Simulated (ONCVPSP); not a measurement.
Which setting gave this result? (platinum, ONCV)

Base potential:

- Element: Pt
- Generator: ONCVPSP 4.0.1
- Type: optimised norm-conserving Vanderbilt (ONCV)
- Functional: revPBE
- Relativity: scalar-relativistic
- Frozen core: [Kr] 4d10 4f14
- Valence charge: 18
- Reference configuration: 5s2 5p6 5d9 6s1
- Partial waves: 5s+6s: rc 1.65 bohr, ncon 4, nbas 7, qcut 9.5 1/bohr, 3 projectors, debl 3.4 Ha; 5p: rc 1.85 bohr, ncon 4, nbas 7, qcut 8.4 1/bohr, 2 projectors, debl 3 Ha; 5d: rc 1.65 bohr, ncon 4, nbas 9, qcut 6.1 1/bohr, 2 projectors, debl 3.5 Ha
- Local potential: polynomial inside 1.35 bohr (lpopt 1, dvloc0 0 Ha)
- Core correction: Teter function, fcfact 2.75, rcfact 1.7

Cutoffs, loose and tight: the cutoffs (Ha) at which the residual kinetic energy of the hardest occupied pseudo-wave falls to 1 and 0.1 mHa per electron. They do not see the model core or the augmentation charge, which bear on the density cutoff. Test errors are all-electron minus pseudo excitation energies from the reference, over the configurations 5s2 5p6 5d9 6s0; 5s2 5p6 5d8 6s0; 5s2 5p6 5d7 6s0; 5s2 5p6 5d10 6s0; variants that change the core or the reference have their own tests.

Only the fcfact is moved:

```tsv
fcfact	cutoff, loose	cutoff, tight	bound ghosts	largest test error (meV)	median size of the test errors
1.4	28 Ha	43 Ha	none	-18	7.4 meV
2.4	28 Ha	43 Ha	none	-24	8.6 meV
4.7	28 Ha	43 Ha	none	-38	11.5 meV
5.7	28 Ha	43 Ha	none	-46	12.8 meV
6.7	28 Ha	43 Ha	none	-53	14.1 meV
7.2	28 Ha	43 Ha	none	-57	14.8 meV
```

One more run gave cutoff, loose: 28 Ha; cutoff, tight: 43 Ha; bound ghosts: none; largest test error (meV): -32; median size of the test errors: 10.2 meV. Which value of the fcfact was used?

3.7. The median size of the test errors moves one way along this sweep, from 7.4 meV at 1.4 to 14.8 meV at 7.2, which places the run between 2.4 and 4.7.
